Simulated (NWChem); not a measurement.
TiNHCl$_{2}$; SMILES [NH]=[Ti]([Cl])[Cl]

Computed with NWChem. Each level has its own optimisation; frequencies are unscaled.

For level Hartree-Fock/STO-3G:

```yaml
highest harmonic frequency (cm⁻¹): 4035
lowest (cm⁻¹): 141
zero-point energy (kcal/mol): 12.7
dipole (D): 1.69
```

Q: Estimate the same quantities for level PBE-D3(BJ)/def2-SVP.

A: 
| Item | Result |
|---|---|
| highest harmonic frequency (cm⁻¹) | 3489 |
| lowest (cm⁻¹) | 64 |
| zero-point energy (kcal/mol) | 9.7 |
| dipole (D) | 2.47 |
